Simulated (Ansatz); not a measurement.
The first iterations of a band of H3NSSn (6 atoms, charge 0, multiplicity 1).

Computed with RKS PBE/def2-SVP in Ansatz.

```yaml
movable_images: 8
climbing_image: no
spring: 5.0 eV/Å²
optimiser: quadratic models (default)
start_path: through a guess of the saddle point
force_threshold: 0.05 eV/Å
iteration_limit: 60
end_points: relaxed
```

First end point:

```xyz
6
Properties=species:S:1:pos:R:3
N -0.920 0.217 -0.996
Sn 0.280 -1.230 -0.173
S 1.209 0.343 1.529
H -0.987 1.192 -0.689
H -1.542 0.036 -1.790
H 2.003 -0.622 2.072
```

Last end point:

```xyz
6
Properties=species:S:1:pos:R:3
N -0.745 0.169 -0.811
Sn 0.255 -1.565 -0.335
S 1.566 -0.608 1.569
H -0.659 1.081 -0.351
H -1.421 0.212 -1.579
H 1.046 0.647 1.461
```

| iteration | highest image above the first end (eV) | largest band force component (eV/Å) |
| --- | --- | --- |
| 1 | 4.876 | 31.590 |
| 2 | 0.808 | 7.720 |
| 3 | 0.375 | 4.060 |

**Question.** Does the band converge within its limit, and where does its top end?

**Answer.** The run converged. It ended after 9 iterations with the highest image 0.216 eV above the first end. No image climbed, so the highest image needn't sit at the top of the path.

Time of the run: 2.3 min on 1 thread of Arm Neoverse V1 (shared host), peak memory 0.11 GiB.
